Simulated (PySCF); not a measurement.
## Spinor energies of Se²²⁺ (selenium, charge +22)

Start: [Ne] 3s2. Calculated with PySCF 2.14 in an even-tempered Gaussian basis (18 s from 0.9 bohr⁻², ratio 2.6; 13 p from 1.2 bohr⁻², ratio 2.6; 7 d from 1.2 bohr⁻², ratio 2.8; 4 f from 19 bohr⁻², ratio 2.8): generalised Hartree-Fock with the X2C-1e Hamiltonian and a Gaussian nucleus; spin-orbit coupling (SO) screened by Boettger's factors.

| spinor shell | electrons | ε, screened SO (eV) | weight of nominal j (screened SO) | rms radius, screened SO (bohr) |
| --- | --- | --- | --- | --- |
| 1s1/2 | 2 | -13719.5 | 1.000 | 0.0507 |
| 2s1/2 | 2 | -2630.5 | 1.000 | 0.208 |
| 2p1/2 | 2 | -2456.1 | 1.000 | 0.183 |
| 3s1/2 | 2 | -985.07 | 1.000 | 0.513 |

(1) Where does 2p3/2 lie, and what is the 2p spin-orbit splitting (screened SO)?

```tsv
quantity	screened SO
E (hartree)	-2130.46316
M_J	0
⟨J²⟩	0.000
⟨L²⟩	0.001
⟨S²⟩	0.001
```

Results:

(1) At -2412.3 eV, 43.794 eV above 2p1/2.
